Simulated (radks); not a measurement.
Results of a calculation; reference values are marked as such.
Problem. Coherent X-ray form factor from a spherical all-electron density. Level of theory: scalar-relativistic Kohn-Sham, SOGGA, spin-polarised, spherical densities, finite nucleus; Fermi nuclear charge, rms radius of each element as measured or else 0.836 A^(1/3) + 0.57 fm (a radial shooting solver on a logarithmic mesh with Libxc functionals).

| sin(theta)/lambda (1/angstrom) | f0 (electrons) |
|---|---|
| 0.05 | 68.238 |
| 0.1 | 66.181 |
| 0.15 | 63.313 |
| 0.2 | 60.046 |
| 0.25 | 56.633 |
| 0.3 | 53.227 |
| 0.4 | 46.834 |
| 0.5 | 41.312 |
| 0.6 | 36.657 |
| 0.8 | 29.317 |
| 1 | 23.964 |
| 1.25 | 19.496 |
| 1.5 | 16.726 |
| 2 | 13.214 |

The species is in the configuration that NIST lists as its ground one. Which atom or ion scatters so?

Solution. The lutetium ion Lu2+, [Xe] 4f14 6s1. Extrapolating in s^2 from the first two rows gives f0(0) = 68.9, near the electron count 69; among species with that count, the fall with angle is slower the higher Z, and the table is that of Z = 71; from so few rows the species is fixed only to a neighbour or two.
